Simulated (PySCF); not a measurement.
Computed vibrations of [Er(N2)2]3+

[Er(N2)2]3+ (singlet in the valence; each metal's 4f electrons, 11 of them, lie in its core potential, out of spins and levels). PySCF 2.14.0, RKS B3LYP, Er lcecp-1-SVP with ECP57, N def2-SVP; non-relativistic Hamiltonian with scalar-relativistic core potentials where named; density fitting; no spin-orbit coupling. Central differences of gradients.

```xyz
5

Er    0.0000    0.0000    0.0000
N     0.0000    0.0000    2.4127
N     0.0000    0.0000    3.5212
N     0.0000    0.0000   -2.4127
N     0.0000    0.0000   -3.5212
```

Run from Python with OMP_NUM_THREADS=2. Where DIIS fails, smearing, a level shift and second-order steps follow.
It took 17 s on 2 threads of Intel(R) Xeon(R) 6975P-C (Granite Rapids) (shared host).

What are the harmonic wavenumbers and infrared intensities?

Modes are labelled in D∞h; negative numbers are unstable modes, those under 60 cm⁻¹ near the noise; a finer grid moves soft modes by up to 10 cm⁻¹.
```tsv
cm⁻¹	km/mol	symmetry
-40	–	πu
-40	–	πu
238	11.6	πu
238	11.6	πu
244	0.0	πg
244	0.0	πg
271	0.0	σg+
288	63.6	σu+
2408	579.7	σu+
2417	0.0	σg+
```

Is this a minimum?

Probably not: 2 unstable, though so soft as to be near the noise; the lowest moves the atoms so:
```
Er  -0.03  0.16  0.00
N    0.07 -0.38  0.00
N    0.10 -0.57  0.00
N    0.07 -0.38  0.00
N    0.10 -0.57  0.00
```

An lcecp potential fixes the number of 4f electrons, so in runs with it no electron can move into or out of that shell.
